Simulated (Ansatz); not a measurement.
`[AlH2][BH][GeH3]` + `C=O` → `O=C[BH][GeH3]` + `[AlH3]`  (formal exchange of groups at a B–Al bond)

Computed with Ansatz on PBE0-D4/def2-TZVP structures; ΔE is electronic, products minus reactants. CCSD(T)/CBS adds triple-zeta CCSD(T) − MP2 to the extrapolated MP2 energy (def2 sets, frozen cores). This one scheme is used for every species. DFT in def2-TZVPP. For Ge outer-core shells are correlated without core-valence functions, which leaves a few kJ/mol of doubt a bond. Scalar relativity is left out up to krypton. One conformer a species, not always the lowest.

```tsv
level	ΔE (kJ/mol)	difference from CCSD(T)/CBS
LDA (SPW92)	-36.9	-20.3
PBE-D4	-26.6	-10.0
B97M-V	-32.6	-16.0
PBE0-D4	-17.5	-0.9
r2SCANh-D4	-24.4	-7.8
BHLYP-D4	-14.1	2.5
B2PLYP	-23.3	-6.7
r2SCAN	-27.6	-11.0
PBE0	-16.9	-0.3
BHLYP	-14.7	1.9
HF/def2-SVP	-2.4	14.2
MP2/def2-SVP	-23.6	-7.0
CCSD/def2-SVP	-12.0	4.6
SCS-MP2/def2-TZVPP	-19.3	-2.7
CCSD/def2-TZVPP	-11.2	5.4
HF/def2-QZVPP	-3.0	13.6
CCSD(T)/CBS	-16.6	0
```

Largest T1 diagnostic among the species: 0.018.

From PBE to PBE0 (25 % exact exchange), in def2-TZVPP and without D4, ΔE moves by +8.8 kJ/mol. Leaving LDA and LC-ωPBE aside and taking each functional with its dispersion term where it has one, the values spread over 18.5 kJ/mol, from B97M-V to BHLYP-D4. LDA lies −11.2 kJ/mol from PBE without D4. In def2-TZVPP, CCSD(T) changes the Hartree–Fock value by −13.4 kJ/mol (the triples alone add −5.1 kJ/mol) and MP2 by −20.3 kJ/mol.
